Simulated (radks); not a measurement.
Spin polarisation of the 4f1 shell in Ce. Start: [Xe] 4f(up 0.5, down 0.5) 5d(up 0.5, down 0.5) 6s2; electrons of 4f are moved from spin down to spin up, other shells keep equal spins. Calculated with a radial shooting solver on a logarithmic mesh with Libxc functionals: non-relativistic Kohn-Sham, BLYP, spin-polarised, spherical densities, point nucleus.

moment (Bohr magnetons)  E - E(0) (eV)  e(4f up) (eV)  e(4f down) (eV)  6s down minus up (eV)  5d down minus up (eV)
0                                0.000         -8.685           -8.685                 0.000                 0.000
0.25                            -0.011         -8.771           -8.596                  0.008                  0.029
0.5                             -0.044         -8.855           -8.504                  0.015                  0.059
0.75                            -0.099         -8.935           -8.410                  0.023                  0.088
1                               -0.175         -9.013           -8.312                  0.031                  0.117

At moment 1 the spin-polarisation energy is -0.175 eV and the 4f exchange splitting 0.701 eV, that is 0.701 eV per Bohr magneton; E = -I m^2/4 would give I = 0.701 eV.
